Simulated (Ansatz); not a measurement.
Reaction (substitution at a C–Si bond): `C[SiH2][SiH](O)F` + `O[Si](Cl)(Cl)Cl` → `CO[Si](Cl)(Cl)Cl` + `O[SiH](F)[SiH3]`

Computed with Ansatz on PBE0-D4/def2-TZVP structures; ΔE is electronic, products minus reactants. CCSD(T)/CBS is the MP2 limit (def2-TZVPP, def2-QZVPP) plus CCSD(T) − MP2 in def2-TZVPP, frozen cores. DFT in def2-TZVPP. One conformer a species, not always the lowest.

`C[SiH2][SiH](O)F`:

```xyz
12

C     0.469    1.741   -0.645
Si    0.971    0.308    0.454
Si   -0.488   -1.500    0.178
O    -2.004   -0.914    0.398
F    -0.348   -2.079   -1.314
H     0.509    1.450   -1.697
H     1.134    2.594   -0.499
H    -0.552    2.055   -0.417
H     0.945    0.703    1.891
H     2.353   -0.150    0.138
H    -0.256   -2.675    1.064
H    -2.734   -1.533    0.451
```

`O[Si](Cl)(Cl)Cl`:

```xyz
6

O    -0.096    1.340    0.136
Si   -0.136   -0.271    0.010
Cl    0.362   -0.878   -1.863
Cl    1.158   -1.144    1.310
Cl   -2.024   -0.836    0.436
H     0.735    1.790   -0.030
```

`CO[Si](Cl)(Cl)Cl`:

```xyz
9

C    -0.787   -0.868   -0.830
O    -0.197    0.406   -0.638
Si    0.677    0.862    0.633
Cl   -0.410    0.723    2.346
Cl    1.234    2.775    0.324
Cl    2.321   -0.315    0.843
H    -1.312   -0.844   -1.785
H    -1.502   -1.090   -0.033
H    -0.024   -1.650   -0.860
```

`O[SiH](F)[SiH3]`:

Z-matrix (Å, degrees):
```
Si
F 1 1.603
Si 1 2.339 2 109.3
O 1 1.636 2 110.2 3 117.2
H 1 1.488 2 105.0 3 -123.8
H 3 1.487 1 109.5 2 -177.0
H 3 1.486 1 110.3 2 62.6
H 3 1.487 1 109.6 2 -57.8
H 4 0.959 1 118.9 2 71.5
```

(1) Is it downhill or uphill in electronic energy at CCSD(T)/CBS, and by how much? (An estimate is asked.)

(2) What do these levels give: revPBE, r2SCAN0, RPA@PBE/def2-TZVPP, CCSD(T)/def2-SVP, MP2/def2-QZVPP, SCS-MP2/def2-QZVPP? (An estimate is asked.)

Largest T1 diagnostic among the species: 0.013.

## Answers

(1) The calculation gave: Uphill: ΔE = +90.6 kJ/mol.

(2) The calculation gave: revPBE 90.2, r2SCAN0 92.7, RPA@PBE/def2-TZVPP 78.4, CCSD(T)/def2-SVP 69.3, MP2/def2-QZVPP 95.8, SCS-MP2/def2-QZVPP 88.7 kJ/mol.

At CCSD(T), def2-SVP lies −21.3 kJ/mol from the extrapolated value and def2-TZVPP −3.4 kJ/mol. Leaving LDA and LC-ωPBE aside and taking each functional with its dispersion term where it has one, the values, not all of them listed here, spread over 11.3 kJ/mol, from BLYP-D4 to PBE-QIDH.
